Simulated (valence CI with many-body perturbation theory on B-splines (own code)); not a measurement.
**From CI to CI+MBPT in Ho16+**

Calculated by relativistic CI+MBPT: five valence electrons over a frozen Dirac-Fock core [Kr] 4d10, radial functions for each j: 7 s, 7 p, 7 d, 7 f, 4 g, 2 h, with the one-electron correlation potential Σ1, the two-electron term Σ2, the three-electron term Σ3, Breit, model QED; selected CI, second order for the rest, scaled by the run's own slope (own B-spline code, finite nucleus).

No measured levels were compared; by estimate terms of the open shell hold to a few per cent of their energy, and close levels can change places. Core correlation moves these levels by up to 2800 cm⁻¹, and in measured spectra 5 to 20 % of such shifts remained as error; rates that hang on mixing are uncertain with them. Among the levels kept, up to 1100 cm⁻¹ of a level comes from second order outside the variational space, and about a tenth of that is noise between levels of different J, which matters for small intervals. Only levels of the ground parity were solved; by the run's estimate the other parity begins above the list, which can be wrong where configurations are misplaced.

Each rung adds one term. CI alone is the Dirac-Coulomb CI over the frozen core; QED comes last and gives the full result, which names the levels. Energies are above 4f5 6H°_5/2 on the same rung, in eV. A blank means that the level has no clear partner on that rung.

Names give the largest LS component (configuration and term), which can be under half, so a name can repeat, a term be missing and a line seem to break the LS rules; names also repeat where a configuration has a term twice. Letters in brackets count levels of one name in rising energy.

| Level | CI alone | Σ1 | Σ2 | Σ3 | Breit | QED | Full |
| --- | --- | --- | --- | --- | --- | --- | --- |
| 4f5 6H°_7/2 | 0.3608 | +0.0222 | +0.0438 | +0.0019 | -0.0451 | +0.0027 | 0.3864 |
| 4f5 6H°_9/2 | 0.7592 | +0.0442 | +0.0845 | +0.0023 | -0.0914 | +0.0051 | 0.8039 |
| 4f5 6H°_11/2 | 1.177 | +0.0638 | +0.1199 | +0.0016 | -0.1384 | +0.0071 | 1.231 |
| 4f5 6F°_1/2 | 1.609 | +0.0336 | -0.0067 | +0.0084 | -0.0413 | +0.0033 | 1.607 |
| 4f5 6F°_3/2 | 1.646 | +0.0335 | -0.0006 | +0.0087 | -0.0403 | +0.0031 | 1.650 |
| 4f5 6H°_13/2 | 1.598 | +0.0808 | +0.1515 | -0.0004 | -0.1856 | +0.0088 | 1.653 |
| 4f5 6F°_5/2 | 1.767 | +0.0344 | +0.0049 | +0.0068 | -0.0433 | +0.0030 | 1.772 |
| 4f5 6H°_15/2 | 2.010 | +0.0945 | +0.1764 | -0.0050 | -0.2291 | +0.0098 | 2.057 |
| 4f5 6F°_7/2 | 2.060 | +0.0527 | +0.0359 | +0.0134 | -0.0822 | +0.0052 | 2.085 |
| 4f5 6F°_9/2 | 2.456 | +0.0749 | +0.0668 | +0.0181 | -0.1275 | +0.0075 | 2.496 |
| 4f5 6F°_11/2 | 2.904 | +0.0960 | +0.0940 | +0.0189 | -0.1743 | +0.0097 | 2.948 |
| 4f5 4G°_5/2 [a] | 3.716 | +0.0299 | +0.0964 | -0.0362 | -0.0083 | +0.0010 | 3.799 |
| 4f5 4F°_3/2 | 3.978 | +0.0502 | +0.1819 | -0.0086 | -0.0317 | +0.0032 | 4.173 |
| 4f5 4M°_15/2 | 4.491 | +0.0331 | -0.0759 | -0.0432 | -0.1113 | +0.0014 | 4.295 |
| 4f5 4G°_7/2 [a] | 4.413 | +0.0676 | +0.1679 | -0.0248 | -0.0700 | +0.0049 | 4.559 |
| 4f5 4I°_9/2 | 4.576 | +0.0611 | +0.0976 | -0.0654 | -0.0807 | +0.0044 | 4.593 |
| 4f5 4I°_11/2 | 4.721 | +0.0606 | +0.0492 | -0.0519 | -0.0948 | +0.0041 | 4.688 |
| 4f5 4K°_13/2 [a] | 4.847 | +0.0564 | -0.0197 | -0.0482 | -0.1102 | +0.0032 | 4.729 |
| 4f5 4M°_17/2 | 5.134 | +0.0713 | -0.0329 | -0.0221 | -0.1898 | +0.0055 | 4.966 |
| 4f5 4G°_5/2 [b] |  |  | +0.1164 | -0.0327 | -0.0359 | +0.0036 | 5.155 |
| 4f5 4I°_15/2 | 5.312 | +0.0913 | +0.0806 | -0.0459 | -0.1790 | +0.0072 | 5.266 |
| 4f5 4G°_9/2 | 5.204 | +0.0965 | +0.2007 | -0.0213 | -0.1235 | +0.0075 | 5.364 |
| 4f5 4F°_5/2 |  |  | +0.0775 | -0.0093 | -0.0825 | +0.0064 | 5.439 |
| 4f5 4M°_19/2 | 5.642 | +0.0934 | -0.0041 | -0.0143 | -0.2611 | +0.0080 | 5.464 |
| 4f5 4L°_13/2 | 5.758 | +0.0947 | +0.0217 | -0.0443 | -0.1602 | +0.0080 | 5.677 |
| 4f5 6P°_3/2 | 5.871 | +0.0692 | -0.1051 | +0.0186 | -0.0553 | +0.0044 | 5.803 |
| 4f5 4D°_1/2 | 5.759 | +0.0507 | +0.1465 | -0.1151 | -0.0276 | +0.0031 | 5.817 |
| 4f5 4M°_21/2 | 6.021 | +0.1064 | +0.0138 | -0.0144 | -0.3177 | +0.0091 | 5.819 |
| 4f5 4L°_15/2 | 5.976 | +0.0899 | +0.0142 | -0.0668 | -0.1835 | +0.0070 | 5.837 |
| 4f5 4K°_11/2 | 5.822 | +0.1001 | +0.1158 | -0.0575 | -0.1450 | +0.0086 | 5.844 |
| 4f5 4F°_7/2 | 5.825 | +0.1272 | +0.2572 | -0.0384 | -0.1290 | +0.0097 | 6.051 |

The middle columns are the shifts that each term adds.

(1) How does the ionisation energy move along the ladder, and which term matters most?

Results:

(1) CI alone 348.93, + Σ1 351.72, + Σ2 359.84, + Σ3 359.86, + Breit 359.89, + QED 359.92 eV. The largest step is Σ2, 8.12 eV. NIST lists 373 ± 19 eV (theoretical).
